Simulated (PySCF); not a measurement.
# Two-component Hartree-Fock for As²⁹⁺ (arsenic, charge +29)

Start: [He] 2s2. Calculated with PySCF 2.14 in an uncontracted even-tempered set (17 s from 2.4 bohr⁻², ratio 2.6; 12 p from 3.1 bohr⁻², ratio 2.6; 7 d from 3.2 bohr⁻², ratio 2.8; 4 f from 65 bohr⁻², ratio 2.8): generalised Hartree-Fock with the X2C-1e Hamiltonian and a Gaussian nucleus; spin-orbit coupling (SO) screened by Boettger's factors.

```json
{"spinor shell": "1s1/2", "electrons": "2", "ε, screened SO (eV)": "-14112.2", "weight of nominal j (screened SO)": "1.000", "rms radius, screened SO (bohr)": "0.0519"}
{"spinor shell": "2s1/2", "electrons": "2", "ε, screened SO (eV)": "-3281.1", "weight of nominal j (screened SO)": "1.000", "rms radius, screened SO (bohr)": "0.202"}
```

| quantity | screened SO |
| --- | --- |
| E (hartree) | -1330.03363 |
| M_J | 0 |
| ⟨J²⟩ | 0.000 |
| ⟨L²⟩ | 0.000 |
| ⟨S²⟩ | 0.000 |
